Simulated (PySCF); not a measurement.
## Structure from 2D NMR

Compound of formula C$_{2}$H$_{9}$FSi$_{4}$. Correlations simulated from computed shifts and the bond graph:

HSQC (one-bond C–H):
```csv
δH,δC
6.56,142.1
6.41,142.1
6.23,142.2
```

COSY cross peaks (H two or three bonds apart, from the bond graph; peaks can be absent where the dihedral angle is near 90°):
```csv
δH,δH
6.56,6.41
6.56,6.23
6.41,6.23
4.42,4.12
4.42,3.93
4.42,3.85
4.12,3.93
4.12,3.85
3.93,3.85
```

HMBC (two and three bonds, from the bond graph):
```csv
δH,δC
6.56,142.2
6.41,142.2
6.23,142.1
4.42,142.2
4.12,142.2
```

PySCF 2.14 calculation with GIAO PBE0/pcSseg-1 shieldings and structure optimised with GFN2-xTB; a single conformation, no solvent model, non-relativistic Hamiltonian, rapidly exchanging positions averaged.

Referencing at the same level of theory: TMS for ¹H (31.72 ppm), ¹³C (186.93 ppm).

Exchangeable hydrogens are left out of these lists.

**Question.** Assemble the structure.

**Answer.** `InChI=1S/C2H9FSi4/c1-2-7(3)5-4-6-7/h2H,1,4-6H2`.

Numbering as in the mapped SMILES `[CH2:1]=[CH:2][Si:3]1([F:4])[SiH2:5][SiH2:6][SiH2:7]1` (H(Xn): hydrogen on atom n). Ha(C1) is cis to Si3; Hb(C1) is trans to Si3.

δC 142.2 is C2, an alkene CH (δH 6.23). δC 142.1 is C1, a terminal =CH2 carbon (δH 6.56, 6.41). COSY links 6.56–6.41, 6.56–6.23, 6.41–6.23, 4.42–4.12, 4.42–3.93, 4.42–3.85.

The shifts were computed for this structure.

Shifts are as computed. Against solution values, carbons near 30 ppm lie about +3 ppm off and those near 130 ppm about +5 ppm. Of 1211 compounds with measured shifts, 218 miss one by over three times the rms of a fit or turn the order of signals round; such compounds aren't used in these exercises.
